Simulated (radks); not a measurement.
Coherent X-ray form factor from a spherical all-electron density. Calculated with a radial shooting solver on a logarithmic mesh with Libxc functionals: Dirac Kohn-Sham, BLYP, spin-unpolarised, spherical densities, finite nucleus; Fermi nuclear charge, rms radius of each element as measured or else 0.836 A^(1/3) + 0.57 fm.

| sin(theta)/lambda (1/angstrom) | f0 (electrons) |
|---|---|
| 0.05 | 5.934 |
| 0.1 | 5.744 |
| 0.15 | 5.448 |
| 0.2 | 5.076 |
| 0.25 | 4.659 |
| 0.3 | 4.227 |
| 0.4 | 3.414 |
| 0.5 | 2.755 |
| 0.6 | 2.277 |
| 0.8 | 1.736 |
| 1 | 1.486 |
| 1.25 | 1.297 |
| 1.5 | 1.133 |
| 2 | 0.824 |

The species is in the configuration that NIST lists as its ground one. Which atom or ion scatters so?

Answer. The fluorine ion F3+, [He] 2s2 2p2. Extrapolating in s^2 from the first two rows gives f0(0) = 6.0, near the electron count 6; among species with that count, the fall with angle is slower the higher Z, and the table is that of Z = 9; from so few rows the species is fixed only to a neighbour or two.
